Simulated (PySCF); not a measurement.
Theory: core-valence-separated Tamm–Dancoff BHandHLYP/aug-pcX-1 (pcseg-1 on H) in PySCF, non-relativistic, gas phase, PBE0-D3(BJ)/def2-SVP geometry. The energies are unshifted.

Main lines of an unknown, eV (oscillator strength): C K: 283.0 (0.123), 285.1 (0.013), 285.5 (0.029), 285.5 (0.015), 285.6 (0.026); B K: 185.8 (0.091), 191.1 (0.011). Listed: the first five lines at most of each edge with a tenth or more of its strongest line's intensity; roots within 0.03 eV on the same or equivalent atoms are summed. Only the lowest roots were sought, and the top ones are left out.

Question: Which candidate gives them?
A. `BC1CCCC1`
B. `C(BC)/C=C\C`
C. `CB1CCCC1`
D. `B[C@H](C)CC=C`

Answer: B. 

- `CBC/C=C\C`: C K: 283.0 (0.123), 285.1 (0.013), 285.5 (0.029), 285.5 (0.015), 285.6 (0.026); B K: 185.8 (0.091), 191.1 (0.011). First C line listed at 283.0 eV, hole on the alkene CH carbon; first B line listed at 185.8 eV, hole on the three-coordinate boron.
- `BC1CCCC1`: C K: 283.4 (0.004), 284.7 (0.010), 285.0 (0.023), 285.2 (0.022), 285.5 (0.014); B K: 185.4 (0.089), 191.4 (0.021). First C line listed at 283.4 eV, hole on the sp3 carbon bound to boron; first B line listed at 185.4 eV, hole on the three-coordinate boron.
- `CB1CCCC1`: C K: 284.6 (0.006), 284.7 (0.024), 285.3 (0.023), 285.3 (0.050), 285.5 (0.027); B K: 185.9 (0.092). First C line listed at 284.6 eV, hole on the sp3 carbon bound to boron; first B line listed at 185.9 eV, hole on the three-coordinate boron.
- `B[C@H](C)CC=C`: C K: 282.6 (0.056), 282.7 (0.065), 285.2 (0.025), 285.4 (0.014), 285.5 (0.007); B K: 185.3 (0.089), 191.4 (0.010). First C line listed at 282.6 eV, hole on the terminal =CH2 carbon (1s→π*); first B line listed at 185.3 eV, hole on the three-coordinate boron.

One conformer each; other structures than these candidates weren't tested.

Conformer computed: `[CH3:1][BH:2][CH2:3]/[CH:4]=[CH:5]\[CH3:6]`: C1–B2–C3–C4 159°, B2–C3–C4–C5 100°.
